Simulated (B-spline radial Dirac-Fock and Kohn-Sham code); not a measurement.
Dipole and non-dipole photoemission parameters of Si³⁺ 2s

System: the Si³⁺ ion, [Ne] 3s1; threshold 189.3 eV (orbital energy of the model). These are calculated numbers from a B-spline atomic structure program; the model is Dirac-Hartree-Slater photoionisation with a Latter tail; cross sections with all multipoles, angular parameters from the dipole term and its interference with E2.

The run's input, task.json:

```json
{"items": [{
  "Z": 14,
  "q": 3,
  "cfg": [[1, 0, 2], [2, 0, 2], [2, 1, 6], [3, 0, 1]],
  "A": 28,
  "rrms": 3.1224,
  "do": "xps",
  "hv": [60, 77.2, 80, 100, 111.0, 122.0, 300, 315.0, 318.0, 412.0, 524.0, 721.0, 762.0, 773.0, 1253.6, 2000, 2020.0, 3520.0, 4000, 4430.0, 4900.0, 5300.0, 6320.0, 6360.0, 7180.0, 7480.0, 10900.0, 12000, 13100.0]
}]}
```

Run with: `python xray2_run.py task.json out`

For linearly polarised light dσ/dΩ = σ/(4π) [1 + β P₂(cos θ) + (δ + γ cos²θ) sin θ cos φ], with θ from the polarisation vector and φ the angle between the beam and the projection of the electron momentum on the plane normal to the polarisation.

```
hν (eV)  σ (kb)      β       γ
    300     265  2.000   0.007
    315     248  2.000  -0.007
    318     244  2.000  -0.009
    412     163  2.000  -0.039
    524     108  2.000  -0.017
    721    59.8  2.000   0.064
    762    53.7  2.000   0.082
    773    52.2  2.000   0.087
 1253.6    19.2  2.000   0.296
   2000    6.61  2.000   0.571
   2020    6.45  2.000   0.577
   3520    1.63  2.000   0.996
   4000    1.17  2.000   1.106
   4430   0.892  2.000   1.199
   4900       ?      ?       ?
   5300   0.552  2.000   1.370
   6320   0.342  2.000   1.551
   6360   0.336  2.000   1.557
   7180   0.240  2.000   1.690
   7480   0.214  2.000   1.737
  10900  0.0734  2.000   2.207
  12000  0.0555  2.000   2.340
  13100  0.0429  1.999   2.465
```

Question: Give the values at 4900 eV.

Answer: σ = 0.682 kb, β = 2.000, γ = 1.294. For an s subshell δ is negligible.
